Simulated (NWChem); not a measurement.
System meant: 1,4-dioxane (C4H8O2); SMILES C1COCCO1

NWChem input:

```
start job
memory heap 200 mb stack 900 mb global 1100 mb
geometry units angstroms noautosym nocenter noautoz
  C      1.141899     0.672442    -0.349019
  C      1.136286    -0.681026     0.349264
  O     -0.005406    -1.457482    -0.000815
  C     -1.141899    -0.672442    -0.349019
  C     -1.136286     0.681026     0.349264
  O      0.005406     1.457482    -0.000815
  H      2.047647     1.248314    -0.062315
  H      1.187696     0.514343    -1.455002
  H      2.038075    -1.263627     0.063773
  H      1.181801    -0.523332     1.455322
  H     -1.187696    -0.514343    -1.455002
  H     -2.047647    -1.248314    -0.062315
  H     -2.038075     1.263627     0.063773
  H     -1.181801     0.523332     1.455322
end
basis spherical
  * library def2-svp
end
dft
  xc m06-2x
  iterations 150
end
property
  shielding 4 1 3 7 8
end
task dft property
```

End of the output:

```
 Vector   27  Occ=0.000000D+00  E= 1.302232D-01
              MO Center=  1.9D-08, -9.4D-09,  3.7D-04, r^2= 1.0D+01
   Bfn.  Coefficient  Atom+Function         Bfn.  Coefficient  Atom+Function
  ----- ------------  ---------------      ----- ------------  ---------------
     3      1.043354   1 C  s                17      1.042348   2 C  s
    45     -1.043354   4 C  s                59     -1.042348   5 C  s
    86     -1.014883   7 H  s                96     -1.014559   9 H  s
   111      1.014883  12 H  s               116      1.014559  13 H  s
    91     -0.469433   8 H  s               101     -0.468769  10 H  s

 center of mass
 --------------
 x =  -0.00000000 y =   0.00000000 z =  -0.00035643

 moments of inertia (a.u.)
 ------------------
         399.195422663325          -0.194346343811           0.000000000000
          -0.194346343811         354.137653692894          -0.000000000000
           0.000000000000          -0.000000000000         650.461449079825

     Multipole analysis of the density
     ---------------------------------

     L   x y z        total         alpha         beta         nuclear
     -   - - -        -----         -----         ----         -------
     0   0 0 0     -0.000000    -24.000000    -24.000000     48.000000

     1   1 0 0      0.000000      0.000000      0.000000      0.000000
     1   0 1 0      0.000000      0.000000      0.000000      0.000000
     1   0 0 1      0.001374      0.006870      0.006870     -0.012366

     2   2 0 0    -22.829936   -106.850206   -106.850206    190.870476
     2   1 1 0     -0.037384     -0.019781     -0.019781      0.002179
     2   1 0 1      0.000000      0.000000      0.000000      0.000000
     2   0 2 0    -32.778443   -109.891628   -109.891628    187.004813
     2   0 1 1     -0.000000     -0.000000     -0.000000      0.000000
     2   0 0 2    -26.766215    -33.758694    -33.758694     40.751172

          -----------------------------------------
          Chemical Shielding Tensors (GIAO, in ppm)
          -----------------------------------------

 ------------------------------------------------------------------------
  xm06: d2 not coded                    0
 ------------------------------------------------------------------------
 ------------------------------------------------------------------------
  current input line :
    29: task dft property
 ------------------------------------------------------------------------
 ------------------------------------------------------------------------
 This error has not yet been assigned to a category
 ------------------------------------------------------------------------
 For more information see the NWChem manual at https://nwchemgit.github.io

0: xm06: d2 not coded:Received an Error in Communication
```

Problem. Can this run be used? If not, why, and what is the fix?

Solution. The program stopped with an error. Cause: this functional's second derivatives, which shieldings need, aren't coded here; the fix takes a hybrid GGA instead. This input runs:
```
start job
memory heap 200 mb stack 900 mb global 1100 mb
geometry units angstroms noautosym nocenter noautoz
  C      1.141899     0.672442    -0.349019
  C      1.136286    -0.681026     0.349264
  O     -0.005406    -1.457482    -0.000815
  C     -1.141899    -0.672442    -0.349019
  C     -1.136286     0.681026     0.349264
  O      0.005406     1.457482    -0.000815
  H      2.047647     1.248314    -0.062315
  H      1.187696     0.514343    -1.455002
  H      2.038075    -1.263627     0.063773
  H      1.181801    -0.523332     1.455322
  H     -1.187696    -0.514343    -1.455002
  H     -2.047647    -1.248314    -0.062315
  H     -2.038075     1.263627     0.063773
  H     -1.181801     0.523332     1.455322
end
basis spherical
  * library def2-svp
end
dft
  xc pbe0
  iterations 150
end
property
  shielding 4 1 3 7 8
end
task dft property
```
It converges to -307.07375 Ha (PBE0/def2-SVP, GIAO).
